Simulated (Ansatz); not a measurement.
Born–Oppenheimer molecular dynamics of CH7AlSSi (11 atoms, charge 0, multiplicity 1). It starts at the highest image of a converged band. Of that band: Neighbouring images differ by up to 2.6 eV, so the band resolves the path poorly. A vibrational analysis at the climbing image gives one clearly imaginary mode, 1767i cm⁻¹: a first-order saddle point.

These are results of UHF/6-31G* (Ansatz 0.2.0), not measurements.

| Quantity | Value |
| --- | --- |
| ensemble | NVE (velocity Verlet) |
| time step | 0.5 fs |
| steps asked | 200 |
| starting velocities drawn for | 300 K |
| seed | 3624 |

First frame:

```xyz
11
Properties=species:S:1:pos:R:3
Al -0.596 -0.385 -0.818
Si 0.175 -0.420 1.786
S -1.972 -1.931 -0.736
H -0.982 -1.301 0.634
C 0.391 1.029 -1.738
H 1.634 -0.619 1.631
H -0.319 -1.298 2.860
H -0.083 0.989 2.156
H 0.051 2.013 -1.424
H 0.243 0.952 -2.813
H 1.457 0.971 -1.538
```

How far do the bonds stretch over the last three quarters of this one trajectory? (Pairs bonded in most of those frames.)


| bond | mean (Å) | spread (Å) | shortest | longest |
| --- | --- | --- | --- | --- |
| Al1–S3 | 2.004 | 0.021 | 1.96 | 2.04 |
| Al1–C5 | 1.960 | 0.028 | 1.92 | 2.00 |
| Si2–H4 | 1.511 | 0.121 | 1.31 | 1.69 |
| Si2–H6 | 1.482 | 0.027 | 1.44 | 1.53 |
| Si2–H7 | 1.479 | 0.053 | 1.40 | 1.55 |
| Si2–H8 | 1.484 | 0.022 | 1.45 | 1.52 |
| C5–H9 | 1.087 | 0.016 | 1.06 | 1.12 |
| C5–H10 | 1.093 | 0.043 | 1.03 | 1.16 |
| C5–H11 | 1.087 | 0.008 | 1.07 | 1.10 |

Mean temperature of the second half: 1680 K. The conserved energy stayed within 0.42 meV per atom of its start (net change 0.04 meV per atom), so the integration is sound. The kinetic energy rose, since the run started high on the potential surface and went downhill. It ends in pieces (CH3AlS + H4Si), so much of that is their flight and rotation, not heat. A run of 0.1 ps of so small a system gives no equilibrium averages. The orbitals stay closed-shell, which can raise the energy where a bond breaks towards radicals; this wasn't checked here.

Run time: 3.5 min on 2 threads of Intel(R) Xeon(R) 6975P-C (Granite Rapids) (shared host), peak memory 0.24 GiB.
